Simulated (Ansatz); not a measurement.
Program: Ansatz. Geometries: PBE0-D4/def2-TZVP. ΔE: electronic, gas phase. CBS: MP2 limit from def2 TZ/QZ plus the TZ coupled-cluster correction, frozen cores. This one scheme is used for every species. DFT in def2-TZVPP. Each species was taken in one conformer, which may not be the lowest.

Consider the ligand exchange at the Si–S bond: `C#CSS[SiH2]C` + `N[SiH](O)O` → `C[SiH2]N[SiH](O)O` + `C#CSS`.

| species | B2PLYP energy (Eh) |
| --- | --- |
| `C#CSS[SiH2]C` | -1203.36601 |
| `N[SiH](O)O` | -497.69170 |
| `C[SiH2]N[SiH](O)O` | -827.59850 |
| `C#CSS` | -873.45802 |

Question: Work out ΔE.

Answer: ΔE = (-827.59850) + (-873.45802) − (-1203.36601) − (-497.69170) = 0.00119 Eh = +0.03 eV. CCSD(T)/CBS gives +0.06 eV.

Largest T1 diagnostic among the species: 0.014.

The D4 term adds +0.03 eV with B3LYP and +0.02 eV with PBE0; it sums over pairs of atoms, weighted by their polarisabilities, and B3LYP, whose exchange is more repulsive, gets the larger term. From PBE to PBE0 (25 % exact exchange), in def2-TZVPP and without D4, ΔE moves by −0.04 eV. In def2-TZVPP, CCSD(T) changes the Hartree–Fock value by +0.11 eV (the triples alone add +0.03 eV) and MP2 by +0.17 eV.

B3LYP here is the variant with VWN-RPA as its local correlation; programs differ in this.
